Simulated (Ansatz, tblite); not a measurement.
Removing and adding an electron: Cd₁₃H₃₀S₁₃. The state is a singlet with charge 0. Geometry: r2SCAN-D4/def2-SVP. Ansatz, gas phase; energy differences of separate SCF runs; the oxidised species was run as a doublet alone; the reduced species was run as a doublet alone.

Cartesian coordinates in Å:
```
Cd -1.402 3.186 -0.411
Cd 3.264 3.144 1.272
Cd 0.312 3.676 3.888
Cd -2.369 0.581 2.518
Cd 2.703 1.630 4.538
Cd 1.903 2.100 -4.748
Cd -1.300 2.339 -4.643
Cd -3.230 -0.295 -1.328
Cd 0.450 -1.233 -4.519
Cd 0.875 -0.434 -0.097
Cd 0.014 -3.758 2.833
Cd -1.294 -5.374 -0.161
Cd -3.645 -3.718 1.270
S 0.721 3.776 1.257
S 0.195 3.232 -2.594
S 3.675 2.819 -1.433
S -1.357 0.673 0.151
S 2.470 0.627 1.681
S -0.163 1.031 4.017
S -2.058 -2.156 2.733
S 1.856 -2.058 3.975
S 1.706 0.031 -2.530
S -1.742 -0.092 -3.647
S -2.702 -2.941 -1.126
S 0.278 -3.640 -3.188
S 0.527 -2.989 0.328
H -2.618 4.358 -0.372
H 4.620 3.873 1.971
H -0.518 4.831 4.792
H 2.252 3.269 4.072
H -3.823 1.134 3.176
H 3.507 0.430 5.375
H 3.481 2.643 -4.720
H -2.430 3.276 -5.471
H 0.365 1.597 -5.446
H -4.856 0.108 -1.546
H 1.069 -1.484 -6.072
H 0.224 -5.320 3.445
H -0.562 -6.262 -1.371
H -5.270 -4.033 1.590
H -2.193 -5.078 1.325
H 0.748 5.125 1.158
H 0.016 4.545 -2.869
H 2.388 3.065 -1.854
H 4.086 4.088 -1.667
H 3.630 -0.042 1.492
H -0.808 1.074 5.206
H -2.670 -2.385 3.918
H 1.057 -0.940 4.064
H 1.621 -2.434 5.255
H 2.913 -0.576 -2.564
H -2.660 -0.468 -4.567
H -3.782 -3.352 -1.830
H -0.885 -3.395 -2.495
H -0.354 -4.307 -4.184
H 1.767 -3.501 0.151
```

In the def2 sets Cd takes a core potential; there is no spin–orbit coupling. The xTB rows come from tblite. Single mean-field runs in def2-TZVP are fitted with def2-universal-jkfit.

```tsv
level	−HOMO (eV)	vertical IE (eV)	−LUMO (eV)	vertical EA (eV)	HOMO–LUMO gap (eV)	IE − EA (eV)
GFN2-xTB	10.57	12.00	6.57	5.18	4.00	6.83
PBE0-D4/def2-TZVP	7.20	8.25	2.21	1.40	4.99	6.85
```

Problem. Estimate the rows for GFN1-xTB, PBE-D4/def2-TZVP.

Solution. 
```
           level  −HOMO (eV)  vertical IE (eV)  −LUMO (eV)  vertical EA (eV)  HOMO–LUMO gap (eV)  IE − EA (eV)
        GFN1-xTB        9.34             10.71        6.38              5.21                2.96          5.50
PBE-D4/def2-TZVP        6.14                 –        2.92              1.65                3.22             –
```

Run but left out: PBE-D4/def2-TZVP (charge +1 doublet: an occupied level 0.05 eV above an empty one).   Raw xTB energy differences between charge states are shifted by several eV; the methods need an empirical correction for them. Sets without diffuse functions give affinities that are too small.
